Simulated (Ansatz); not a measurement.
The cluster Li₃Cl₃. The state is a singlet with charge 0. Geometry PBE-D4/def2-SVP, basis def2-TZVP, Ansatz.

```
atom   x (Å)   y (Å)   z (Å)
 Li1   1.174   1.430   0.452
 Li2  -1.826   0.060   0.538
 Li3   0.652  -1.489  -0.989
 Cl4   2.277  -0.072  -0.677
 Cl5  -0.818   1.866   1.220
 Cl6  -1.459  -1.796  -0.543
```

| run | HOMO (eV) | LUMO (eV) |
| --- | --- | --- |
| A | -10.79 | 0.17 |
| B | -8.49 | -0.65 |
| C | -6.92 | -1.21 |
| D | -11.76 | 0.95 |
| E | -7.45 | -0.61 |
| F | -7.09 | -1.22 |

The structure comes from a short search, and lower isomers may exist.

**Question.** The runs used BLYP, HF, PBE, PBE0, r2SCAN, ωB97M-V. Estimate which is which.

**Answer.** A ωB97M-V (range-separated); B PBE0 (25 % exact exchange); C BLYP (0 % exact exchange); D HF (100 % exact exchange); E r2SCAN (0 % exact exchange); F PBE (0 % exact exchange). Exact exchange lowers occupied and raises empty levels; among semilocal functionals meta-GGAs tend to open the gap a little, and such runs are hard to tell apart. The gap grows from 5.71 eV (BLYP) to 12.71 eV (HF).
